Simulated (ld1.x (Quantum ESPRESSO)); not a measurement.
Varying the TM semilocal potential for aluminium

Base potential:

* Element: aluminium
* Generator: ld1.x (Quantum ESPRESSO) 7.5
* Type: norm-conserving Troullier–Martins (semilocal form)
* Functional: PBEsol
* Relativity: scalar-relativistic
* Frozen core: [He]
* Valence charge: 11
* Reference configuration: 2s2 2p6 3s2 3p1
* Partial waves: 2s (bound): rc 0.95 bohr; 2p (bound): rc 0.85 bohr; 3d channel at 0.15 Ry: rc 0.95 bohr
* Local potential: the d channel
* Core correction: Bessel-smoothed model core inside 0.80 bohr

Occupied shells without a wave of their own: 3p, 3s. They enter only through the test configuration that unscreens the potential, and ld1.x also counts them in the model core charge.

Cutoffs, loose and tight: the cutoffs (Ry, on a coarse ladder) from which the occupation-weighted sum of valence levels, in a spherical-Bessel basis at the reference potential, stays within 10 and 1 mRy of its value at 400 Ry. They do not see the model core or the augmentation charge, which bear on the density cutoff. Test errors are all-electron minus pseudo excitation energies from the reference, over the configurations 2s2 2p6 3s2 3p0; 2s2 2p6 3s1 3p0; 2s2 2p6 3s0 3p0; 2s2 2p6 3s2 3p1.3; 2s2 2p6 3s1 3p1; 2s1 2p6 3s2 3p1; 2s2 2p6 3s1 3p2. A dash means not determined; rows that change the core or the reference have their own tests.

With those shells counted twice in exchange and correlation these files are broken, and their errors move erratically; no question is asked of them.

A semilocal file is local in each channel, so a ghost entry of none says nothing of the separable form that plane-wave codes build from it.

```csv
change,outcome,"cutoff, loose","cutoff, tight",bound ghosts,largest test error (meV)
base,"generated, misses its reference levels by 0.29 eV",230 Ry,over 300 Ry,none,-3014
wave 2s (bound): rc 0.95 bohr becomes 2s (bound): rc 0.60 bohr,generated,over 300 Ry,over 300 Ry,none,-2034
wave 2s (bound): rc 0.95 bohr becomes 2s (bound): rc 0.78 bohr,generated,230 Ry,over 300 Ry,none,-2426
wave 2s (bound): rc 0.95 bohr becomes 2s (bound): rc 0.90 bohr,"generated, misses its reference levels by 0.22 eV",230 Ry,over 300 Ry,none,-2769
wave 2s (bound): rc 0.95 bohr becomes 2s (bound): rc 1.00 bohr,"generated, misses its reference levels by 0.33 eV",230 Ry,over 300 Ry,none,-3180
wave 2s (bound): rc 0.95 bohr becomes 2s (bound): rc 1.16 bohr,"generated, misses its reference levels by 0.42 eV",230 Ry,over 300 Ry,none,-3523
wave 2s (bound): rc 0.95 bohr becomes 2s (bound): rc 1.30 bohr,"generated, misses its reference levels by 0.39 eV",230 Ry,over 300 Ry,none,-3432
wave 2s (bound): rc 0.95 bohr becomes 2s (bound): rc 1.42 bohr,"generated, misses its reference levels by 0.22 eV",230 Ry,over 300 Ry,none,-2798
```

Reading the sweep of the s radius (base included, trends over the rows without a ghost): The loose cutoff stays near 230 Ry. The median size of the test errors (rows with all tests solved) is not monotonic: lowest 165.4 meV at 0.6 bohr, highest 549.9 meV at 1.16 bohr.
